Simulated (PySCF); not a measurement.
Stepwise substitution at one centre (Ga CH3-NH2). Gas-phase values, no solvent. One relaxed conformer stands for each flexible species; it need not be the lowest. Strings in code marks are SMILES.

Calculation: PySCF with PBE-D3(BJ)/def2-TZVP // B3LYP-D3(BJ)/def2-TZVP. All candidates: neutral, multiplicity 1. Excitations are Tamm–Dancoff values on a coarser integration grid. The basis has no diffuse functions, so Rydberg states are missing or too high.

| Quantity | Result |
|---|---|
| S1 excitation (TDA) | 4.76 eV |
| HOMO | -5.31 eV |
| T1 excitation (TDA) | 4.44 eV |

Identify which member has these values.
A. `[CH3][Ga]([CH3])[NH2]`
B. `[NH2][Ga]([NH2])[NH2]`
C. `[CH3][Ga]([CH3])[CH3]`

B, `[NH2][Ga]([NH2])[NH2]`. The others give `[CH3][Ga]([CH3])[CH3]`: 4.94 eV, -6.19 eV, 4.65 eV; `[CH3][Ga]([CH3])[NH2]`: 5.51 eV, -5.62 eV, 4.57 eV
